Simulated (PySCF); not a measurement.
B(Cl)(OMe)(SiH3) (CH₆BClOSi), SMILES COB([SiH3])Cl. The structure is a stationary point at PBE-D3(BJ)/def2-SVP. This is a generated structure with no PubChem entry under its InChIKey; it may be hypothetical. Other conformers were not sampled.

Computed equilibrium geometry at PBE-D3(BJ)/def2-SVP (PySCF confirms it by a frequency run) as Cartesian coordinates in Å (one conformer of several):
```xyz
11

B      0.1129    -0.1982     0.1126
Cl     0.6628    -0.7667     1.7060
O      0.3293    -1.0465    -0.9155
C     -0.0334    -0.7833    -2.2633
H     -0.5112     0.2122    -2.3890
H      0.8763    -0.8275    -2.8954
H     -0.7393    -1.5666    -2.6058
Si    -0.7751     1.6363    -0.0356
H     -0.8610     2.3122     1.3036
H     -2.1712     1.5210    -0.6006
H     -0.0083     2.5373    -0.9745
```
